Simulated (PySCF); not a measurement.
**Broadened absorption spectrum of FGeH7Si2**

FGeH7Si2.
Atom-mapped SMILES: `[F:1][GeH2:2][SiH2:3][SiH3:4]` (hydrogens: H5, H6 on Ge2; H7, H8 on Si3; H9, H10, H11 on Si4)

Method: TDDFT B3LYP/def2-SVPD, vertical, gas phase, core orbitals frozen in the response in PySCF. Isolated species at its PBE0-D3(BJ)/def2-SVP geometry (one conformer only). Relativistic effects, spin–orbit coupling among them, are left out although an element past zinc is present. Torsions of this conformer, `[F:1][GeH2:2][SiH2:3][SiH3:4]`: F1–Ge2–Si3–Si4 3°.

Computed states:

```tsv
state	E (eV)	f
S1	5.90	0.084
S2	6.53	0.0010
S3	6.66	0.025
S4	6.85	0.196
S5	7.01	0.0024
S6	7.04	0.070
S7	7.40	0.110
S8	7.41	0.023
S9	7.46	0.276
S10	7.49	0.015
```

Each state is given a Gaussian of 0.25 eV full width at half maximum, with ε(max) = 2.175×10⁸ f / Δν̃ (Δν̃ the width in cm⁻¹). The cross-section is σ = 3.8235×10⁻²¹ ε cm², given in Mb (10⁻¹⁸ cm²). The width is an assumption, not a result. The curve ends short of the highest state used, and states not computed would add to its high-energy end.

**Question.** What does the envelope look like, and where are its maxima?

**Answer.** 
```json
{"λ (nm)": "179.9", "σ (Mb)": "86.52"}
{"λ (nm)": "181.5", "σ (Mb)": "86.43"}
{"λ (nm)": "183.0", "σ (Mb)": "70.00"}
{"λ (nm)": "184.5", "σ (Mb)": "47.36"}
{"λ (nm)": "186.1", "σ (Mb)": "27.52"}
{"λ (nm)": "187.6", "σ (Mb)": "15.76"}
{"λ (nm)": "189.1", "σ (Mb)": "8.72"}
{"λ (nm)": "190.7", "σ (Mb)": "4.26"}
{"λ (nm)": "192.2", "σ (Mb)": "1.92"}
{"λ (nm)": "193.8", "σ (Mb)": "0.71"}
{"λ (nm)": "195.3", "σ (Mb)": "0.25"}
{"λ (nm)": "196.8", "σ (Mb)": "0.10"}
{"λ (nm)": "198.4", "σ (Mb)": "0.16"}
{"λ (nm)": "199.9", "σ (Mb)": "0.57"}
{"λ (nm)": "201.4", "σ (Mb)": "1.78"}
{"λ (nm)": "203.0", "σ (Mb)": "4.89"}
{"λ (nm)": "204.5", "σ (Mb)": "10.32"}
{"λ (nm)": "206.1", "σ (Mb)": "18.65"}
{"λ (nm)": "207.6", "σ (Mb)": "27.05"}
{"λ (nm)": "209.1", "σ (Mb)": "33.14"}
{"λ (nm)": "210.7", "σ (Mb)": "34.41"}
{"λ (nm)": "212.2", "σ (Mb)": "30.36"}
{"λ (nm)": "213.7", "σ (Mb)": "23.09"}
{"λ (nm)": "215.3", "σ (Mb)": "14.74"}
{"λ (nm)": "216.8", "σ (Mb)": "8.41"}
{"λ (nm)": "218.4", "σ (Mb)": "4.01"}
{"λ (nm)": "219.9", "σ (Mb)": "1.76"}
{"λ (nm)": "221.4", "σ (Mb)": "0.68"}
{"λ (nm)": "223.0", "σ (Mb)": "0.22"}
{"λ (nm)": "224.5", "σ (Mb)": "0.07"}
```

Maxima: 210 nm (5.90 eV), ε about 9100, made up of S1 (100%); 181 nm (6.86 eV), ε about 23000, made up of S4 (90%) (ε in L mol⁻¹ cm⁻¹; maxima over ε = 5, shares over 10%).

**Question.** What would ε be at 6.86 eV, the highest of these maxima, with half the width (0.125 eV)?

**Answer.** About 41500 L mol⁻¹ cm⁻¹ against 23300, a factor of about 1.8; a lone state at its own centre would give exactly 2.

**Question.** On this curve, what absorbance would a 10⁻⁵ mol/L sample give at 222 nm over a 1 cm path?

**Answer.** 222 nm is 5.585 eV, where ε is about 120 L mol⁻¹ cm⁻¹, so A = ε c l ≈ 0.0012 (Beer–Lambert, with the gas-phase spectrum and the assumed width).

**Question.** Coming from long wavelengths, where does ε first pass 100 L mol⁻¹ cm⁻¹?

**Answer.** At about 222 nm (5.58 eV), 0.32 eV below S1.

All these states lie below the vertical ionisation energy of 9.92 eV (ΔSCF).

The run took 60 s wall on one thread of an x86-64 server, no GPU, shared host.
